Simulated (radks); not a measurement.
The numbers below are computed, except where a source is named.
Orbital eigenvalues (eV) of neutral ytterbium, [Xe] 4f14 6s2, at several levels of relativity; Dirac values are averaged over j with weights 2j + 1. Spin-unpolarised spherical Kohn-Sham, PBE, point nucleus unless stated (finite: rms radius 5.3108 fm), a radial shooting solver on a logarithmic mesh with Libxc functionals. A level marked "c x" has the speed of light scaled by that factor.

| shell | non-rel. | scalar-rel., finite nucleus | Dirac | Dirac, c x 1.5 | change of magnitude, last against first (%) |
|---|---|---|---|---|---|
| 2s | -9202.7 | -10374 | -10357 | -9670.0 | +5.08 |
| 2p | -8796.6 | -9144.3 | -9179.5 | -8954.3 | +1.79 |
| 3s | -2055.3 | -2338.3 | -2334.4 | -2168.6 | +5.51 |
| 3p | -1870.0 | -1967.5 | -1974.9 | -1913.6 | +2.34 |
| 3d | -1524.6 | -1515.7 | -1512.6 | -1519.8 | -0.32 |
| 4s | -390.49 | -459.99 | -459.26 | -418.11 | +7.07 |
| 4p | -315.12 | -338.26 | -340.26 | -325.42 | +3.27 |
| 4d | -179.04 | -177.94 | -177.59 | -178.38 | -0.37 |
| 5s | -45.686 | -54.909 | -54.823 | -49.199 | +7.69 |
| 5p | -26.129 | -27.428 | -27.736 | -26.696 | +2.17 |
| 4f | -7.5473 | -3.0207 | -3.0069 | -5.4503 | -27.79 |
| 6s | -3.6045 | -3.9196 | -3.9234 | -3.7188 | +3.17 |
